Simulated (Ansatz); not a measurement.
Basis-set extrapolation for BF2H4NSi (`N[SiH2]B(F)F`) (PBE0-D4/def2-TZVP geometry, frozen core, Ansatz 0.2.0). Multiplicity 1, RHF reference.

```
                      def2-TZVPP   def2-QZVPP
                 HF  -569.554696  -569.576708
    MP2 correlation    -0.924840    -1.004626
CCSD(T) correlation    -0.986030      not run
```

Energies in hartree. Use E(X) = E(∞) + A·exp(−7.88·√X) for Hartree–Fock and E(X) = E(∞) + B·X^(−2.97) for correlation, with X = 3 and 4, and add CCSD(T) minus MP2 of the smaller set to the MP2 limit.

What is the CCSD(T) energy at the basis-set limit?

HF limit: -569.576708 + (-0.022012) × 0.13774 = -569.57974. MP2 limit: -1.004626 + (-0.079786) × 0.74074 = -1.06373. Higher-order term: -0.986030 − (-0.924840) = -0.06119. Total: -570.70466 hartree, 430.4 kJ/mol below CCSD(T)/def2-TZVPP.
